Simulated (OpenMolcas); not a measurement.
# Ce3+: ligand-field states by method

Ce3+ with 6 ligands (iodide) in trigonal antiprismatic coordination (D3d) at 3.14 Å, a polar angle of 50.9° against the regular 54.74°. A charge of +0.5 e stands 2.8 Å behind each ligand. Ligand basis ANO-RCC-VDZP.

```
Program             : OpenMolcas 26.06
Basis               : ANO-RCC-VDZP [7s6p4d2f1g]
Scalar Hamiltonian  : DKH2, point nucleus
Active space        : 1 electron in 7 orbitals (4f)
State averaging     : 2S+1 = 2 odd, 7 roots
Spin-orbit coupling : state interaction with AMFI integrals over the reference wave functions
```

I. CASSCF
II. SS-CASPT2, IPEA 0.25 Eh, imaginary shift 0.1 Eh (closed shells correlated: 5s 5p and the ligand valence shells)

Spin-free states (labels of D3, the rotations of D3d) in cm-1, each column counted from its own energy of the first state listed:

```json
{"State": "2A2", "Degeneracy": "1", "I": "0", "II": "0"}
{"State": "2A1", "Degeneracy": "1", "I": "71", "II": "170"}
{"State": "2E", "Degeneracy": "2", "I": "178", "II": "10"}
{"State": "2A2", "Degeneracy": "1", "I": "384", "II": "440"}
{"State": "2E", "Degeneracy": "2", "I": "522", "II": "420"}
```

With spin-orbit coupling the lowest J multiplet is 306 (I), 288 (II) cm-1 wide, a factor of 0.94 from I to II.

χT at 300 K: I 0.74, II 0.74 cm3 K/mol.

Over all roots computed the reference weight is 0.72 in II; a low but even weight reflects the number of correlated electrons. Splittings of an f shell from a small cluster at a set distance can be off by tens of per cent, mostly too small (holds for II). No measured value stands beside these numbers; the geometry is a model, was not optimised and need not be the one that this ion takes.
